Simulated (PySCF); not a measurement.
## Radial density of N (nitrogen, neutral)

B97-3, [He] 2s1 2p4, 2s spin antiparallel (an excited configuration). Computed with PySCF 2.14 in x2c-QZVPPall, with scalar relativity by spin-free X2C-1e.

| r (bohr) | 4πr²ρ (e/bohr) | 4πr²(ρα − ρβ) |
| --- | --- | --- |
| 0.00425 | 0.04503 | -0.0013 |
| 0.00715 | 0.1210 | -0.0034 |
| 0.0120 | 0.3168 | -0.0089 |
| 0.0202 | 0.7936 | -0.0221 |
| 0.0340 | 1.842 | -0.0506 |
| 0.0573 | 3.761 | -0.0997 |
| 0.0963 | 6.205 | -0.1448 |
| 0.162 | 7.229 | -0.0844 |
| 0.273 | 4.995 | 0.1971 |
| 0.458 | 2.537 | 0.5195 |
| 0.771 | 3.042 | 0.5271 |
| 1.30 | 2.883 | 0.4201 |
| 2.18 | 1.071 | 0.2571 |
| 3.67 | 0.1214 | 0.0413 |
| 6.17 | 0.001652 | 0.0006 |

Densities and radii are taken from the X2C orbitals without a picture-change correction, which distorts them close to the nucleus.

With the s spin flipped the determinant is a mixture of two multiplicities, not a spectroscopic state.
